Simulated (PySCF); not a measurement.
Isomers of C8H16BN, from PBE0-D3(BJ)/def2-SVP geometry optimisation, gas phase in PySCF 2.14.0. One conformer each, no zero-point energy, no frequencies.

Task: Which is lower in electronic energy at this level?
A. `[CH3:1][C:2]#[C:3][B@H-:4]1[CH2:5][CH2:6][CH2:7][N+:8]1([CH3:9])[CH3:10]` with C3–B4–C5–C6 94°, B4–C5–C6–C7 -5°, C5–C6–C7–N8 32°, C6–C7–N8–C9 71°: A = 2055, B = 858.1, C = 733.7 MHz, dipole 4.25 D
B. `[CH3:1][C:2]#[C:3][C@H:4]1[CH2:5][CH2:6][BH2-:7][N+:8]1([CH3:9])[CH3:10]` with C3–C4–C5–C6 162°, C4–C5–C6–B7 -8°, C5–C6–B7–N8 -18°, C6–B7–N8–C9 157°: A = 2231, B = 845.0, C = 717.4 MHz, dipole 5.18 D

Result: A. That is `CC#C[B@H-]1CCC[N+]1(C)C`, 14.4 kcal/mol below the other.

```json
{"SMILES": "CC#C[B@H-]1CCC[N+]1(C)C", "mapped SMILES": "[CH3:1][C:2]#[C:3][B@H-:4]1[CH2:5][CH2:6][CH2:7][N+:8]1([CH3:9])[CH3:10]", "E (Eh)": "-393.30647", "relative (kcal/mol)": "0.0", "relative (kJ/mol)": "0.0", "dipole (D)": "4.25"}
{"SMILES": "CC#C[C@H]1CC[BH2-][N+]1(C)C", "mapped SMILES": "[CH3:1][C:2]#[C:3][C@H:4]1[CH2:5][CH2:6][BH2-:7][N+:8]1([CH3:9])[CH3:10]", "E (Eh)": "-393.28361", "relative (kcal/mol)": "14.4", "relative (kJ/mol)": "60.0", "dipole (D)": "5.18"}
```
